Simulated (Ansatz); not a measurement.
# A barrier at the coupled-cluster level

Start structure (BHCl₃F, closed shell), relaxed at PBE0-D4/def2-TZVP:

B1  (0.025, 0.731, -0.643)
Cl2  (1.640, 0.070, -0.461)
Cl3  (-1.023, 0.095, -1.865)
Cl4  (-0.477, 2.042, 0.369)
H5  (0.369, -1.490, 1.208)
F6  (-0.534, -1.448, 1.392)
(Å)

The step: BCl₃ ([Cl][B]([Cl])[Cl]) + HF → BCl₂F ([F][B]([Cl])[Cl]) + HCl; bonds formed: B1–F6, Cl2–H5; bonds broken: B1–Cl2, H5–F6. Computed with Ansatz 0.2.0 (basis: def2-TZVPP and def2-QZVPP); correlated methods freeze the cores. Extrapolation: Hartree–Fock as exp(−7.88 √X), correlation as X^−2.97. Energies below are by CCSD(T) at an estimated basis limit (MP2 extrapolated from triple and quadruple zeta, plus CCSD(T) − MP2 in triple zeta).

Q: What are the electronic barrier and the energy of the step, from the start structure to the end structure? (Judge from chemistry; the value comes from the calculation.)

A: Computed: Barrier 85.0 kJ/mol; step energy -54.6 kJ/mol (downhill); reverse barrier, their difference, 139.6 kJ/mol. Barrier and step energy count from the start structure, the reverse barrier from the end structure.

The saddle point: One imaginary mode of 863i cm⁻¹.
```tsv
pair	start (Å)	saddle (Å)	end (Å)
B1–F6	3.03	1.54	1.31
Cl2–H5	2.61	1.56	1.28
B1–Cl2	1.75	2.02	3.36
H5–F6	0.92	1.15	2.86
```

Zero-point energy (harmonic, PBE0-D4): ZPE is 48.0 kJ/mol at the start and 41.8 kJ/mol at the saddle, so the barrier goes from 85.0 to 78.8 kJ/mol.

T1 diagnostic: at most 0.011.

Labels in which every atom is bracketed show which atoms are joined, not bond orders.

For scale, one of the runs: CCSD(T)/def2-TZVPP, 202 basis functions (an equivalent command: `ansatz run in.yaml --threads 4`). The run took 44 s on 4 CPU threads (shared host), with 2.4 GiB of host memory at its peak.
